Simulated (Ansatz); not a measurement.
One change: `B1CN1` becomes `[BH]1[NH][SnH2]1`.

Ansatz, PBE0-D4/def2-TZVP geometries, multiplicity 1. 

Elements past krypton have def2 core potentials.

```json
{"property": "HOMO–LUMO gap (PBE0/def2-TZVPP) / eV", "`B1CN1`": "7.94"}
{"property": "HOMO–LUMO gap (ωB97M-V/def2-TZVPP) / eV", "`B1CN1`": "12.09"}
{"property": "LUMO energy (PBE0/def2-TZVPP) / eV", "`B1CN1`": "0.23"}
{"property": "LUMO energy (B3LYP/def2-TZVPP) / eV", "`B1CN1`": "-0.02"}
{"property": "HOMO energy (PBE0/def2-TZVPP) / eV", "`B1CN1`": "-7.71"}
{"property": "HOMO energy (B3LYP/def2-TZVPP) / eV", "`B1CN1`": "-7.48"}
```

(1) What does the change do to each property? (Best estimate.)

Answers

(1) Ansatz gave: 
```tsv
property	`[BH]1[NH][SnH2]1`	shift
HOMO–LUMO gap (PBE0/def2-TZVPP) / eV	5.29	-2.65
HOMO–LUMO gap (ωB97M-V/def2-TZVPP) / eV	8.97	-3.12
LUMO energy (PBE0/def2-TZVPP) / eV	-1.27	-1.50
LUMO energy (B3LYP/def2-TZVPP) / eV	-1.51	-1.49
HOMO energy (PBE0/def2-TZVPP) / eV	-6.57	1.14
HOMO energy (B3LYP/def2-TZVPP) / eV	-6.42	1.06
```

With PBE0 the HOMO rises by 1.14 eV and the LUMO falls by 1.50 eV, so the gap narrows by about 2.64 eV. PBE moves the HOMO by 0.77 eV and ωB97M-V by 1.50 eV.

B3LYP here is the variant with VWN-RPA as its local correlation; programs differ in this.
